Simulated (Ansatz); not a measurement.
A nudged elastic band was laid between two geometries of CH7NOSiSn (12 atoms, charge 0, multiplicity 1).

The calculation used RKS CAM-B3LYP-D4/def2-SVP (Ansatz 0.2.0).

```
movable images  : 9
climbing image  : yes
spring          : 5.0 eV/Å²
optimiser       : quadratic models (default)
start path      : IDPP
force threshold : 0.05 eV/Å
iteration limit : 27
end points      : relaxed
```

Image 0:

```xyz
12
Properties=species:S:1:pos:R:3
N -0.489 1.652 -0.097
C -0.094 0.295 -0.244
Sn 1.048 -0.624 1.354
O 0.594 0.038 -1.535
Si -0.920 -0.682 -1.558
H 0.202 2.253 0.347
H -1.396 1.774 0.343
H 1.500 -2.222 0.950
H 0.117 -0.635 2.795
H 2.442 0.338 1.618
H -1.960 -0.081 -2.418
H -0.967 -2.160 -1.521
```

Image 10:

```xyz
12
Properties=species:S:1:pos:R:3
N -0.453 1.618 0.141
C -0.132 0.278 -0.153
Sn 1.054 -0.637 1.403
O 0.477 0.018 -1.512
Si -1.028 -0.711 -1.401
H 0.373 2.212 0.209
H -1.111 2.049 -0.505
H 1.578 -2.178 0.882
H 0.138 -0.789 2.839
H 2.403 0.378 1.688
H -2.127 -0.103 -2.187
H -1.096 -2.189 -1.370
```

What changes between the two ends?

No bond is made or broken. The height of N1 over the plane of its neighbours goes from -0.30 to 0.33 Å.

Give the energies along the band, and the barrier.

It converged. The highest image is number 3 of 0 to 10, 0.1 kcal/mol above the first end and 3.3 kcal/mol above the last; the last end lies 3.2 kcal/mol below the first. The top lies less than 8 meV above the higher end, about what the thresholds resolve: that end is a shoulder or a very shallow well. A vibrational analysis at the climbing image gives one clearly imaginary mode, 250i cm⁻¹: a first-order saddle point.

| image | path coordinate (Å) | energy (kcal/mol) | height of N1 over the plane of its neighbours (Å) |
| --- | --- | --- | --- |
| 0 | 0.00 | 0.0 | -0.30 |
| 1 | 0.15 | 0.0 | -0.28 |
| 2 | 0.29 | 0.1 | -0.24 |
| 3 | 0.44 | 0.1 | -0.17 |
| 4 | 0.57 | -0.1 | -0.04 |
| 5 | 0.70 | -0.9 | 0.08 |
| 6 | 0.84 | -2.0 | 0.20 |
| 7 | 0.97 | -2.8 | 0.28 |
| 8 | 1.11 | -3.1 | 0.32 |
| 9 | 1.24 | -3.2 | 0.33 |
| 10 | 1.37 | -3.2 | 0.33 |

What is the geometry of the highest image?


```xyz
12
Properties=species:S:1:pos:R:3:forces:R:3
N -0.422 1.648 -0.051 0.00 -0.01 0.00
C -0.091 0.299 -0.224 -0.01 -0.01 -0.01
Sn 1.067 -0.631 1.347 0.01 -0.01 0.00
O 0.579 -0.019 -1.550 -0.01 0.00 0.02
Si -0.944 -0.698 -1.502 0.01 0.01 -0.01
H 0.208 2.247 0.467 0.00 0.02 0.00
H -1.394 1.918 0.001 0.00 0.01 0.00
H 1.531 -2.214 0.904 0.00 0.00 0.00
H 0.150 -0.681 2.795 0.00 0.00 -0.01
H 2.453 0.342 1.612 0.00 0.00 0.00
H -2.001 -0.093 -2.345 0.00 0.00 0.00
H -1.058 -2.172 -1.419 0.00 0.00 0.00
```

Run time: 5.9 min on 2 threads of Arm Neoverse V1, with other jobs on the host, peak memory 0.39 GiB.
